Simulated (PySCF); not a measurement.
C4HCl2F, SMILES C#CC(F)=C(Cl)Cl. Atoms are numbered in the order given.

```xyz
8

C     -0.1553    -3.1289     0.0000
C      0.2258    -1.9815     0.0000
C      0.6920    -0.6280     0.0000
F      2.0159    -0.4666     0.0000
C     -0.1072     0.4543     0.0000
Cl    -1.8146     0.3185     0.0000
Cl     0.5454     2.0375     0.0000
H     -0.4988    -4.1494     0.0000
```

Coordinates come from a ωB97X-D3(BJ)/def2-SVP optimisation. This is a generated structure with no PubChem entry under its InChIKey; it may be hypothetical.

Calculation: PBE/def2-TZVP (PySCF).

The molecule is in vacuum.

```
Item                                                                                                            Result
---------------------------------------------------------------------------------------------  -----------------------
total energy                                                                                       -1172.63577 hartree
point group                                                                                                         Cs
highest occupied level                                                                                        -6.02 eV
lowest empty level                                                                                            -2.37 eV
orbital gap                                                                                                    3.66 eV
dipole moment                                                                                                0.278 e·Å
quadrupole, principal values (traceless, Buckingham form, about the centre of nuclear charge)  -5.74, -4.66, 10.40 D·Å
mean static polarisability                                                                       76.4 bohr³ (11.32 Å³)
polarisability, principal values                                                               40.8, 69.8, 118.7 bohr³
```
